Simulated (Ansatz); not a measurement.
Ansatz (a program for electronic structure) input (CCSD(T)/6-31G):

Ansatz 0.2 input:
```yaml
crystal:
  periodic: [false, false, false]
  atoms:
    - {symbol: C, position_ang: [3.23940282, -0.32699209, -0.08715082]}
    - {symbol: O, position_ang: [1.89702956, -0.12277584, -0.49287007]}
    - {symbol: Si, position_ang: [0.61742486, -0.14952394, 0.54408474]}
    - {symbol: C, position_ang: [-0.91479912, 0.17035952, -0.47704399]}
    - {symbol: C, position_ang: [-2.20526692, 0.18226455, 0.31871381]}
    - {symbol: O, position_ang: [-3.28476482, 0.43570567, -0.58121566]}
    - {symbol: H, position_ang: [3.55712037, 0.43252020, 0.63471508]}
    - {symbol: H, position_ang: [3.37328281, -1.31621323, 0.36275076]}
    - {symbol: H, position_ang: [3.87524026, -0.25660649, -0.96953294]}
    - {symbol: H, position_ang: [0.54262214, -1.46754078, 1.23211776]}
    - {symbol: H, position_ang: [0.79017062, 0.88723544, 1.59833431]}
    - {symbol: H, position_ang: [-0.79487154, 1.13022105, -0.98756931]}
    - {symbol: H, position_ang: [-0.97625041, -0.59512443, -1.25589632]}
    - {symbol: H, position_ang: [-2.16704238, 0.95888235, 1.09312112]}
    - {symbol: H, position_ang: [-2.35004618, -0.78192011, 0.82239023]}
    - {symbol: H, position_ang: [-4.10831230, 0.44465067, -0.08204526]}
basis:
  gaussian:
    orbitals: 6-31G
magnetization: {spin_polarized: false}
correlation: {method: ccsd_t, electrons: outside_noble_gas}
```

Output:

```
Functional definition: HF
integrals: 0.08 GiB planned
991 factors; integrals over basis functions are off by at most 2.4e-4 eV
0.65 GiB of device memory are held for the factors and their scratch space
mean field: 0.34 GiB planned
mean field evaluation 1: about -15177.7924 eV, gradient 4.0e1 eV
mean field evaluation 2: about -15177.7968 eV, gradient 4.0e1 eV
mean field evaluation 4: about -15181.4562 eV, gradient 3.5e0 eV
mean field evaluation 8: about -15181.4929 eV, gradient 1.2e-4 eV
mean field evaluation 16: about -15181.4840 eV, gradient 2.0e-1 eV
mean field -15181.49291096 eV, -557.9095740923 hartree, gradient 7.1e-6 eV, S^2 0.000000; 0 other end points of the search recorded, 0 dependent functions left out
10 core orbitals not correlated
reference -15181.49291096 eV, -557.9095740923 hartree; 19, 19 occupied and 49, 49 virtual orbitals, 991 factors
second order -15.41137990 eV of doubles, -0.00000000 eV of singles
coupled cluster: 0.68 GiB planned
cycle   1  -16.19126085 eV  change   -7.8e-1 eV  update   1.0e-1
cycle   2  -16.75970572 eV  change   -5.7e-1 eV  update   3.2e-2
cycle   3  -16.90669720 eV  change   -1.5e-1 eV  update   1.4e-2
cycle   4  -16.90988244 eV  change   -3.2e-3 eV  update   2.8e-3
cycle   5  -16.91089096 eV  change   -1.0e-3 eV  update   9.0e-4
cycle   6  -16.91111586 eV  change   -2.2e-4 eV  update   2.6e-4
cycle   7  -16.91098343 eV  change    1.3e-4 eV  update   9.0e-5
cycle   8  -16.91095377 eV  change    3.0e-5 eV  update   3.2e-5
perturbative correction -0.34117997 eV, -0.0125381326 hartree
Total energy: -15198.74504470 eV, -558.5435783134 hartree
```
